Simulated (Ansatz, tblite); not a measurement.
Spin states of the cluster In₄Sn, each relaxed with r2SCAN-D4/def2-SVP in Ansatz. Electronic energies in the gas phase.

In the def2 sets In, Sn take a core potential; there is no spin–orbit coupling. The xTB rows come from tblite. LC-ωPBE has ω = 0.4 bohr⁻¹. B3LYP takes the VWN-RPA correlation. Correlated methods freeze 20 core orbitals; core or outer-core shells of In, Sn are correlated, in sets that lack core-valence functions. The rows differ in basis, and correlated rows in double-zeta sets carry the largest basis error. The structure comes from a short search, and lower isomers may exist.

Singlet geometry:

Cartesian coordinates in Å:
```
In 1.946 2.098 0.860
In -2.314 -0.793 -0.125
In -0.213 -1.422 1.781
In -0.691 0.540 -2.135
Sn 1.272 -0.423 -0.380
```

Triplet geometry (C2v within 0.1 Å):

Cartesian coordinates in Å:
```
In -1.1671 2.0887 -2.1522
In 1.1871 -0.5395 1.7307
In 0.6543 2.0482 0.2708
In -0.0929 -3.1195 0.7849
Sn -0.5815 -0.4779 -0.6342
```

Quintet geometry:

```xyz
5

In    0.559    0.401    2.485
In   -0.899    1.273   -0.897
In   -1.903   -0.733    1.151
In    1.090    0.112   -2.771
Sn    1.153   -1.053    0.032
```

⟨S²⟩: triplet 2.03 at PBE0-D4/def2-TZVP (pure 2.00), quintet 6.02 at PBE0-D4/def2-TZVP (pure 6.00).

Run but left out: HF/def2-SVP, HF/def2-TZVP (singlet: restricted singlet, unstable towards broken spin symmetry); MP2/def2-SVP, MP2/def2-TZVP (triplet: ⟨S²⟩ 2.23 to 2.25, where a pure state has 2.00); MP2/def2-SVP, MP2/def2-TZVP (quintet: ⟨S²⟩ 6.16 to 6.17, where a pure state has 6.00).

Only these spin states were relaxed. The triplet has other bonds than the singlet, so the gap mixes isomer and spin. The quintet has other bonds than the singlet, so the gap mixes isomer and spin.

Task: Estimate which spin state lies lowest at each of these levels, and by how much: GFN1-xTB; GFN2-xTB; PBE-D4/def2-TZVP; r2SCAN-D4/def2-TZVP; B3LYP-D4/def2-TZVP; PBE0-D4/def2-TZVP; LC-ωPBE/def2-TZVP; CCSD/def2-SVP; CCSD(T)/def2-SVP.

Result: 
```tsv
level	triplet − singlet (kJ/mol)	quintet − singlet (kJ/mol)	lowest of these	remarks
GFN1-xTB	53.5	174.6	singlet	–
GFN2-xTB	27.2	220.1	singlet	–
PBE-D4/def2-TZVP	53.7	113.8	singlet	–
r2SCAN-D4/def2-TZVP	33.3	88.9	singlet	–
B3LYP-D4/def2-TZVP	60.1	121.6	singlet	–
PBE0-D4/def2-TZVP	42.4	93.5	singlet	–
LC-ωPBE/def2-TZVP	9.2	41.8	singlet	–
CCSD/def2-SVP	30.7	79.8	singlet	large T1 (0.020) (singlet), restricted SCF unstable (singlet), spin-contaminated (⟨S²⟩ 2.23) (triplet), spin-contaminated (⟨S²⟩ 6.16) (quintet)
CCSD(T)/def2-SVP	42.8	101.1	singlet	large T1 (0.020) (singlet), restricted SCF unstable (singlet), spin-contaminated (⟨S²⟩ 2.23) (triplet), spin-contaminated (⟨S²⟩ 6.16) (quintet)
```

Change of the quintet − singlet gap on mixing in exact exchange, in kJ/mol: PBE to PBE0 (25 % exact exchange) -20.3. The xTB methods have no term that favours high spin, so they put low spin too low.
